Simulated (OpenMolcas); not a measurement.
# Cu⁶⁺: Racah parameters, worked from levels

```yaml
Program: OpenMolcas
Basis: ANO-RCC-VTZP [6s5p3d2f1g]
Scalar_Hamiltonian: DKH2, point nucleus
Active_space: 5 electrons in 5 orbitals (3d)
State_averaging: 2S+1 = 6 even, 1 root; 2S+1 = 4 even, 24 roots; 2S+1 = 2 even, 75 roots
Spin-orbit_coupling: RASSI with atomic mean-field integrals over the reference wave functions, term energies averaged over their components
```

Methods: CASSCF; MS-CASPT2, IPEA 0.25 Eh, imaginary shift 0.1 Eh (closed shells correlated: 3s 3p).

**Racah parameters.** Above 6S, d5 has 4D at 17B + 5C, 4G at 10B + 5C and 4P at 7B + 7C. The first two fix B and C, and the third tests them; where it misses by thousands of cm-1, two parameters do not describe the configuration (Trees and configuration-interaction terms are left out) and B and C hang on the terms chosen. Term energies are centres of gravity, weighted by 2J + 1.

```csv
Source,4D,4G,B,C,C/B,"4P from B, C",4P found
CASSCF,64042,51361,1812,6649,3.67,59227,58879
MS-CASPT2,57591,47892,1386,6807,4.91,57351,52601
```

Energies in cm-1. From CASSCF to MS-CASPT2, B changes by -23.5 % and C by +2.4 %.

Term energies are means over components that CASPT2 splits; among the terms shown or strongly mixed into the levels shown the widest spread is 360 cm-1 (3d5 4G, MS-CASPT2). Without dynamic correlation excited terms often stand tens of per cent too high (terms of higher spin than the ground term too low), and those without a measured partner can miss by more than the paired ones (holds for CASSCF). Blocks of more than 70 roots (2S+1 = 2 even) ran without multistate coupling (holds for MS-CASPT2). Only configurations of the active space appear.
